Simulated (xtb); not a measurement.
xtb input (GFN1-xTB):

```bash
xtb mol.xyz --gfn 1 --sp --chrg -1 --uhf 0
```
mol.xyz:
```
5

O     -2.14244323     0.35652740     0.42178003
C     -0.97085259     0.16156113     0.19113050
B      0.41490841    -0.06904557    -0.08168248
F      1.25785564     0.89164680    -0.65122792
F      1.06326873    -1.27790882     0.19427116
```

End of the output:

```
         :::::::::::::::::::::::::::::::::::::::::::::::::::::
         ::                     SUMMARY                     ::
         :::::::::::::::::::::::::::::::::::::::::::::::::::::
         :: total energy             -18.748421469576 Eh    ::
         :: gradient norm              0.099624849100 Eh/a0 ::
         :: HOMO-LUMO gap              1.179105849645 eV    ::
         ::.................................................::
         :: SCC energy               -18.843425983130 Eh    ::
         :: -> electrostatic           0.205444927797 Eh    ::
         :: repulsion energy           0.095917979370 Eh    ::
         :: dispersion energy         -0.000913465815 Eh    ::
         :: halogen bond corr.         0.000000000000 Eh    ::
         :: add. restraining           0.000000000000 Eh    ::
         :: total charge              -1.000000000000 e     ::
         :::::::::::::::::::::::::::::::::::::::::::::::::::::

           -------------------------------------------------
          |                Property Printout                |
           -------------------------------------------------

    * Orbital Energies and Occupations

         #    Occupation            Energy/Eh            Energy/eV
      -------------------------------------------------------------
         1        2.0000           -0.5930233             -16.1370
         2        2.0000           -0.5922533             -16.1160
         3        2.0000           -0.5544118             -15.0863
         4        2.0000           -0.4000295             -10.8854
         5        2.0000           -0.3638293              -9.9003
         6        2.0000           -0.3433773              -9.3438
         7        2.0000           -0.3433102              -9.3419
         8        2.0000           -0.3273057              -8.9064
         9        2.0000           -0.3178643              -8.6495
        10        2.0000           -0.3171040              -8.6288
        11        2.0000           -0.2949567              -8.0262
        12        2.0000           -0.2868253              -7.8049
        13        2.0000           -0.2739230              -7.4538
        14        2.0000           -0.0997678              -2.7148 (HOMO)
        15                         -0.0564365              -1.5357 (LUMO)
        16                          0.1025011               2.7892
        17                          0.2240561               6.0969
        18                          0.4735298              12.8854
Note: The following floating-point exceptions are signalling: IEEE_DENORMAL
normal termination of xtb
        19                          0.5950301              16.1916
        20                          1.2100164              32.9262
      -------------------------------------------------------------
                  HL-Gap            0.0433313 Eh            1.1791 eV
             Fermi-level           -0.0781022 Eh           -2.1253 eV

  Mulliken/CM5 charges         n(s)   n(p)   n(d)
     1O    -0.56594 -0.60128   1.761  4.805  0.000
     2C     0.12747  0.25272   1.081  2.791  0.000
     3B     0.28253  0.10600   0.805  1.912  0.000
     4F    -0.42204 -0.37872   1.835  5.587  0.000
     5F    -0.42204 -0.37872   1.835  5.587  0.000

Wiberg/Mayer (AO) data.
largest (>0.10) Wiberg bond orders for each atom

 ---------------------------------------------------------------------------
     #   Z sym  total        # sym  WBO       # sym  WBO       # sym  WBO
 ---------------------------------------------------------------------------
     1   8 O    1.978 --     2 C    1.785     3 B    0.159
     2   6 C    3.547 --     1 O    1.785     3 B    1.648
     3   5 B    3.437 --     2 C    1.648     4 F    0.815     5 F    0.815
                             1 O    0.159
     4   9 F    0.921 --     3 B    0.815
     5   9 F    0.921 --     3 B    0.815
 ---------------------------------------------------------------------------

Topologies differ in total number of bonds
Writing topology from bond orders to xtbtopo.mol

 dipole moment from electron density (au)
     X       Y       Z
   0.6440  -0.1072  -0.1268  total (Debye):    1.690

           -------------------------------------------------
          | TOTAL ENERGY              -18.748421469576 Eh   |
          | GRADIENT NORM               0.099624849100 Eh/α |
          | HOMO-LUMO GAP               1.179105849645 eV   |
           -------------------------------------------------

------------------------------------------------------------------------
------------------------------------------------------------------------
 total:
 SCF:
```

It need not be the lowest isomer of its formula. Whether it binds its extra electron was not tested at this geometry.
